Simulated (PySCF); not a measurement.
Geometries of 2 isomers of CH8SiSn, from PBE0-D3(BJ)/def2-SVP geometry optimisation, gas phase, def2 core potentials past Kr (PySCF 2.14.0). One conformer each, no zero-point energy, no frequencies.

Question: Which isomer lies lower at this level?
A.
```xyz
11
angstrom
Sn     0.756    0.152    0.535
H      0.776    0.149    2.254
H      2.383    0.166   -0.019
C     -0.237    1.937   -0.154
H      0.275    2.825    0.243
H     -1.281    1.944    0.189
H     -0.220    1.977   -1.252
Si    -0.429   -1.964   -0.318
H     -1.821   -2.039    0.227
H      0.310   -3.192    0.107
H     -0.512   -1.955   -1.812
```
B.
```xyz
11
angstrom
Si     1.418    0.779   -0.047
C      0.320   -0.740   -0.100
Sn    -1.788   -0.325    0.127
H      2.865    0.420   -0.184
H      1.063    1.716   -1.158
H      1.240    1.506    1.249
H      0.607   -1.440    0.701
H      0.453   -1.265   -1.060
H     -2.297    0.743   -1.115
H     -2.063    0.405    1.654
H     -2.675   -1.789    0.023
```

Answer: A. That is `[H][Sn]([H])([CH3])[SiH3]` (SnH2Me(SiH3)), 7.6 kcal/mol below the other.

```csv
SMILES,atoms numbered as above,E (Eh),relative (kcal/mol),relative (kJ/mol),dipole (D)
[H][Sn]([H])([CH3])[SiH3],–,-546.39394,0.0,0.0,0.80
[SiH3][CH2][SnH3],[SiH3:1][CH2:2][SnH3:3],-546.38189,7.6,31.6,0.84
```
